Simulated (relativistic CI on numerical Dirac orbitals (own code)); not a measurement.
# Cr²⁺ in a cubic cluster: 2p photoemission with charge transfer

Computed with a charge-transfer multiplet model of a cubic metal-ligand cluster with up to one ligand hole, Slater and spin-orbit integrals from Dirac-Coulomb-Breit ions, Slater integrals scaled by 0.8. The ground state mixes d4 with configurations of k ligand holes L, whose averages lie at kΔ + k(k − 1)U_dd/2; a core hole lowers each added d electron by U_cd. 300 K, Lorentzian 0.6 eV and Gaussian 0.8 eV FWHM.

Atomic integrals in eV (Slater integrals scaled, ζ unscaled), ground: F2dd 7.675, F4dd 4.768, zeta_d 0.027; with the core hole: F2dd 9.222, F4dd 5.777, zeta_d 0.047, zeta_core 5.620, F2cd 5.250, G1cd 3.901, G3cd 2.215.

Cluster parameters (eV): U_dd = 6.3, U_cd = 7.4, 10Dq = 0.45, 10Dq(ligand) = 0.3, V(eg) = 2.7, V(t2g) = -1.33, final-state hopping factor = 1.

```tsv
Case	n_d	d4	d5L	S
Δ = 6.2 eV	4.25	0.75	0.25	2.00
Δ = 7.2 eV	4.22	0.78	0.22	2.00
Δ = 8.2 eV	4.19	0.81	0.19	2.00
```

Weights, n_d and S are thermal averages at 300 K. Binding energies count from the first peak over 30 % of the highest in each spectrum, which can be another peak from case to case. The parameters are a model scan and need not match a compound or its usual spin state. Peaks in eV (height, largest 100):
- Δ = 6.2 eV: 0.0 (100), 1.0 (89), 4.5 (27), 5.1 (28), 10.6 (61), 21.4 (6)
- Δ = 7.2 eV: 0.0 (100), 1.0 (90), 4.7 (27), 10.5 (60), 21.4 (5)
- Δ = 8.2 eV: 0.0 (100), 1.1 (90), 4.9 (25), 10.5 (60)

Curve for Δ = 6.2 eV (points under 2 left out, the grid thinned):

```json
{"E (eV)": "-3.6", "Intensity": "2.0"}
{"E (eV)": "-3.0", "Intensity": "2.8"}
{"E (eV)": "-2.4", "Intensity": "4.3"}
{"E (eV)": "-1.9", "Intensity": "6.8"}
{"E (eV)": "-1.3", "Intensity": "15.8"}
{"E (eV)": "-0.7", "Intensity": "53.5"}
{"E (eV)": "-0.1", "Intensity": "99.9"}
{"E (eV)": "0.5", "Intensity": "87.1"}
{"E (eV)": "1.0", "Intensity": "89.3"}
{"E (eV)": "1.6", "Intensity": "75.5"}
{"E (eV)": "2.2", "Intensity": "47.6"}
{"E (eV)": "2.8", "Intensity": "23.4"}
{"E (eV)": "3.4", "Intensity": "19.1"}
{"E (eV)": "3.9", "Intensity": "23.6"}
{"E (eV)": "4.5", "Intensity": "27.4"}
{"E (eV)": "5.1", "Intensity": "27.6"}
{"E (eV)": "5.7", "Intensity": "24.9"}
{"E (eV)": "6.3", "Intensity": "18.6"}
{"E (eV)": "6.8", "Intensity": "15.2"}
{"E (eV)": "7.4", "Intensity": "14.3"}
{"E (eV)": "8.0", "Intensity": "13.6"}
{"E (eV)": "8.6", "Intensity": "15.8"}
{"E (eV)": "9.2", "Intensity": "26.9"}
{"E (eV)": "9.7", "Intensity": "46.3"}
{"E (eV)": "10.3", "Intensity": "58.3"}
{"E (eV)": "10.9", "Intensity": "58.3"}
{"E (eV)": "11.5", "Intensity": "38.7"}
{"E (eV)": "12.0", "Intensity": "26.8"}
{"E (eV)": "12.6", "Intensity": "20.5"}
{"E (eV)": "13.2", "Intensity": "16.5"}
{"E (eV)": "13.8", "Intensity": "13.4"}
{"E (eV)": "14.4", "Intensity": "11.5"}
{"E (eV)": "14.9", "Intensity": "10.4"}
{"E (eV)": "15.5", "Intensity": "8.3"}
{"E (eV)": "16.1", "Intensity": "5.8"}
{"E (eV)": "16.7", "Intensity": "4.1"}
{"E (eV)": "17.3", "Intensity": "3.3"}
{"E (eV)": "17.8", "Intensity": "2.8"}
{"E (eV)": "18.4", "Intensity": "2.3"}
{"E (eV)": "20.4", "Intensity": "2.4"}
{"E (eV)": "21.0", "Intensity": "4.9"}
{"E (eV)": "21.6", "Intensity": "5.7"}
{"E (eV)": "22.1", "Intensity": "4.5"}
{"E (eV)": "22.7", "Intensity": "3.3"}
{"E (eV)": "23.3", "Intensity": "2.0"}
```

For the case Δ = 6.2 eV, Δ = 6.2 eV is smaller than U_dd = 6.3 eV, the charge-transfer side of the Zaanen-Sawatzky-Allen scheme. With the core hole the configuration with one ligand hole lies at Δ − U_cd = -1.2, -0.2, 0.8 eV from the one without, in the order of the table; where this is negative the screened configuration lies lower, though the effective hopping of about 5.1 eV (from the holes of the mixed ground state) mixes the two strongly wherever it is as large as the gap.

With at most 1 ligand hole the space is cut while the next configuration still counts, so covalency is underestimated, and a final configuration with one more ligand hole, which can lie low, is missing from the spectra.
